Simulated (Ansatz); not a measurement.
A run for Ansatz (an electronic-structure program): U-CCSD(T)/cc-pVTZ on CH2O (SMILES [CH]O), 2S+1 = 3, a spin state set in the input, which need not be the lowest.

Ansatz 0.2 input:
```yaml
crystal:
  periodic: [false, false, false]
  atoms:
    - {symbol: C, position_ang: [0.67006745, 0.07531754, -0.29738871]}
    - {symbol: O, position_ang: [-0.54613970, 0.06641966, 0.24281608]}
    - {symbol: H, position_ang: [1.51497668, -0.49276145, 0.09656747]}
    - {symbol: H, position_ang: [-1.16626383, -0.49050110, -0.25476389]}
basis:
  gaussian:
    orbitals: cc-pVTZ
magnetization: {spin_polarized: true, initial_magnetization: 2}
correlation: {method: ccsd_t, electrons: outside_noble_gas}
scf: {omitted_lower_state_checks: [cluster_reference]}
```

The log:

```
WARN ansatz: RAYON_NUM_THREADS=1 ignored (pool sized by the plan → 1); use --threads N
Functional definition: HF
these checks for a lower state are left out or cut short: cluster_reference
integrals: 0.12 GiB planned
517 factors; integrals over basis functions are off by at most 6.5e-4 eV
mean field: 0.15 GiB planned
mean field evaluation 1: about -3095.6299 eV, gradient 1.6e1 eV
mean field evaluation 2: about -3095.6333 eV, gradient 1.6e1 eV
mean field evaluation 4: about -3097.1927 eV, gradient 3.5e0 eV
mean field evaluation 8: about -3097.3536 eV, gradient 2.8e-1 eV
mean field -3097.35508231 eV, -113.8256998122 hartree, gradient 5.2e-6 eV, S^2 2.011780; 0 other end points of the search recorded, 0 dependent functions left out
2 core orbitals not correlated
reference -3097.35508231 eV, -113.8256998122 hartree; 7, 5 occupied and 79, 81 virtual orbitals, 517 factors
second order -9.62602654 eV of doubles, -0.00000000 eV of singles
coupled cluster: 0.44 GiB planned
cycle   1  -9.77079492 eV  change   -1.4e-1 eV  update   6.8e-2
cycle   2  -10.02046716 eV  change   -2.5e-1 eV  update   2.2e-2
cycle   3  -10.08910919 eV  change   -6.9e-2 eV  update   1.6e-2
cycle   4  -10.08161965 eV  change    7.5e-3 eV  update   6.5e-3
cycle   5  -10.08438476 eV  change   -2.8e-3 eV  update   3.0e-3
cycle   6  -10.08477560 eV  change   -3.9e-4 eV  update   9.1e-4
cycle   7  -10.08465024 eV  change    1.3e-4 eV  update   3.3e-4
cycle   8  -10.08474413 eV  change   -9.4e-5 eV  update   1.5e-4
cycle   9  -10.08472461 eV  change    2.0e-5 eV  update   5.2e-5
cycle  10  -10.08471822 eV  change    6.4e-6 eV  update   2.0e-5
cycle  11  -10.08473266 eV  change   -1.4e-5 eV  update   8.2e-6
perturbative correction -0.35516762 eV, -0.0130521692 hartree
Total energy: -3107.79498259 eV, -114.2093590710 hartree
Checks for a lower state left out: cluster_reference
```

The run converged.

Cost: very roughly 5 core-seconds.
